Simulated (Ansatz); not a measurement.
`[OH][GeH2][NH][SiH](O)Cl` + `O[SiH2]O[SiH2]Cl` → `O[SiH](Cl)O[SiH2]Cl` + `O[SiH2][NH][GeH2][OH]`  (redistribution)

Calculated with Ansatz (gas phase, PBE0-D4/def2-TZVP geometries, no zero-point term in ΔE). CCSD(T)/CBS adds triple-zeta CCSD(T) − MP2 to the extrapolated MP2 energy (def2 sets, frozen cores). Functionals use def2-TZVPP. B3LYP here is the variant with VWN-RPA as its local correlation; programs differ in this. For Ge outer-core shells are correlated without core-valence functions, which leaves a few kJ/mol of doubt a bond. Scalar relativity is left out up to krypton. One conformer a species, not always the lowest.

(1) Is it downhill or uphill in electronic energy at CCSD(T)/CBS, and by how much? (An estimate is asked.)

(2) What do these levels give: PBE-D4, B3LYP-D4, ωB97M-V, PBE, SCS-MP2/def2-TZVPP, SCS-MP2/def2-QZVPP? (Estimate.)

Largest T1 diagnostic among the species: 0.012.

Answers

(1) Ansatz gave: Uphill: ΔE = +0.06 eV.

(2) The calculation gave: PBE-D4 0.06, B3LYP-D4 0.06, ωB97M-V 0.06, PBE 0.07, SCS-MP2/def2-TZVPP 0.07, SCS-MP2/def2-QZVPP 0.07 eV.
